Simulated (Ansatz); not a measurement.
Basis-set extrapolation for C3H8BFOS, SMILES `CC(C)OB(F)S` (PBE0-D4/def2-TZVP geometry, frozen core, the Gaussian-basis code of Ansatz). Multiplicity 1, RHF reference.

|  | def2-TZVPP | def2-QZVPP |
| --- | --- | --- |
| HF | -715.076931 | -715.102680 |
| MP2 correlation | -1.275529 | -1.373614 |
| CCSD(T) correlation | -1.381816 | not run |

Energies in hartree. Use E(X) = E(∞) + A·exp(−7.88·√X) for Hartree–Fock and E(X) = E(∞) + B·X^(−2.97) for correlation, with X = 3 and 4, and add CCSD(T) minus MP2 of the smaller set to the MP2 limit.

Question: What is the CCSD(T) energy at the basis-set limit?

Answer: HF limit: -715.102680 + (-0.025749) × 0.13774 = -715.10623. MP2 limit: -1.373614 + (-0.098085) × 0.74074 = -1.44627. Higher-order term: -1.381816 − (-1.275529) = -0.10629. Total: -716.65879 hartree, 5.44 eV below CCSD(T)/def2-TZVPP.
